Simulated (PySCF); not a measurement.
Input and output

[NdF2]+ (singlet in the valence; each metal's 4f electrons, 3 of them, lie in its core potential, out of spins and levels). PySCF 2.14.0, RKS PBE0, Nd lcecp-1-TZVP with ECP49, F def2-TZVP; non-relativistic Hamiltonian with scalar-relativistic core potentials where named; density fitting; no spin-orbit coupling. Purpose: basis and core treatment f-in-core-III/TZVP.

```python
mol = gto.M(atom='''
Nd    -0.00000     0.00000    -0.37618
F      1.60140    -0.00000     0.78868
F     -1.60140     0.00000     0.78868''',
    basis={'Nd': 'lcecp-1-TZVP', 'F': 'def2-TZVP'},
    ecp={'Nd': 'lcecp-1-TZVP'},
    charge=1, spin=0)
mf = dft.RKS(mol, xc='PBE0')
mf.grids.atom_grid = (75, 302)  # f atoms: unpruned, at least (60, 302)
mf = mf.density_fit()  # fitting sets: Nd AutoAux, F def2-universal-JKFIT
mf.conv_tol = 1e-08; mf.max_cycle = 55
mf.kernel(dm0)  # dm0: free metal ions and neutral atoms
mf.nuc_grad_method().kernel()
```

Run from Python with OMP_NUM_THREADS=2; the lines above give its settings. Where DIIS fails, smearing, a level shift and second-order steps follow.
It took 5.9 s on 2 threads of Arm Neoverse V1, with other jobs on the host.

(1) Where do the frontier levels lie, over both spins?

(2) What does the SCF print?

(3) What are the Mulliken charges and spins?

(4) What forces act on the atoms (eV/Å)?

The geometry was relaxed with PBE0 (Nd lcecp-1-SVP with ECP49, F def2-SVP).

An lcecp potential fixes the number of 4f electrons, so in runs with it no electron can move into or out of that shell.

Answers

(1) HOMO -16.06 eV, LUMO -7.63 eV. The 4f levels lie in the core potential and are missing.

(2) 
```
init E= -233.057312950844
cycle= 1 E= -233.199235592874  delta_E= -0.142  |g|= 1.08  |ddm|= 1.45
cycle= 2 E= -231.063776948406  delta_E= 2.14  |g|= 3.69  |ddm|= 2.02
cycle= 3 E= -233.417238516107  delta_E= -2.35  |g|= 0.158  |ddm|= 1.52
cycle= 4 E= -233.419526178909  delta_E= -0.00229  |g|= 0.062  |ddm|= 0.166
...
cycle= 8 E= -233.420352186394  delta_E= -1.06e-08  |g|= 4.16e-05  |ddm|= 0.00023
cycle= 9 E= -233.42035218669  delta_E= -2.96e-10  |g|= 1.05e-05  |ddm|= 2.42e-05
Extra cycle  E= -233.420352186641  delta_E= 4.91e-11  |g|= 2.07e-05  |ddm|= 1.67e-05
converged SCF energy = -233.420352186641
```

(3) 
```tsv
atom	charge (e)	spin (e)
Nd1	1.872	0.000
F2	-0.436	0.000
F3	-0.436	0.000
```
The spin of the 4f electrons in the core isn't counted.

(4) 
```
Nd   0.00  0.00  0.28
F   -0.15  0.00 -0.14
F    0.15  0.00 -0.14
```
Forces carry noise of the integration grid, about 0.01 to 0.03 eV/Å.
